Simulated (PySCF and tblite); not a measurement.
Results of a calculation; reference values are marked as such.
# Dynamics report: pyramidal inversion

System: C6H13N, numbered as in [CH3:1][C:2]([CH3:3])([CH3:4])[N:5]1[CH2:6][CH2:7]1.

Motion: pyramidal inversion at N5. Geometries: GFN2-xTB; energies: PBE/pcSseg-1 + D3(BJ), IEF-PCM chloroform; zero-point and thermal terms from GFN2-xTB harmonic modes (soft modes blended into free rotors). Rates follow Eyring's equation with the number of equivalent paths and no tunnelling. Shieldings: GIAO at the same DFT level; methyl-like tops are averaged, other torsions stay as in the two minima; line shapes leave out couplings; of unlike H on one atom, [a] is the less shielded. (PySCF 2.14 with density fitting, tblite 0.8.)

```
 point  symmetry  E(GFN2) kcal/mol  E(DFT) kcal/mol  ZPE change kcal/mol  lowest mode cm⁻¹  dipole D
 start        Cs               0.0              0.0                 0.00                27      1.38
saddle        C1              12.2             15.4                -1.12              316i      0.32
   end        Cs               0.0              0.0                 0.00                28      1.38
```

```
Electronic barrier                                      : 15.4 kcal/mol
Barrier with zero-point energy                          : 14.3 kcal/mol
ΔH‡ (298 K)                                             : 14.2 kcal/mol
ΔS‡ (298 K, symmetry apart)                             : 1.4 cal/(mol K)
Paths                                                   : 2 equivalent paths
End point                                               : the same structure with atoms interchanged, or its mirror image
Mean lifetime of the start against this motion at 298 K : 1 ms
Cost                                                    : 77 s on 1 thread of Intel Xeon @ 2.60GHz, on a host shared with other jobs (rough), peak memory 0.8 GiB, launched as `OMP_NUM_THREADS=1 python ens_run.py task.json out`
```

```tsv
T/K	ΔG‡ kcal/mol	k s⁻¹
200	13.9	0.0047
250	13.9	7.8
298	13.8	954
350	13.7	3.9×10⁴
400	13.7	5.6×10⁵
```

ΔG and ΔG‡ leave out symmetry numbers and mirror images; rates count paths: 2 out.

Sites that the motion interchanges:

```json
{"nucleus": "¹H", "site": "H on C6, H on C7 [b]", "ppm": "1.46", "scale": "δ against TMS"}
{"nucleus": "¹H", "site": "H on C6, H on C7 [a]", "ppm": "1.62", "scale": "δ against TMS"}
```

```tsv
nucleus	sites	¹H MHz	spread Hz	coalescence K	k there s⁻¹
¹H	H on C6, H on C7 [b] / H on C6, H on C7 [a]	250	39	272	87
¹H	H on C6, H on C7 [b] / H on C6, H on C7 [a]	270	43	273	94
¹H	H on C6, H on C7 [b] / H on C6, H on C7 [a]	360	57	276	125
```
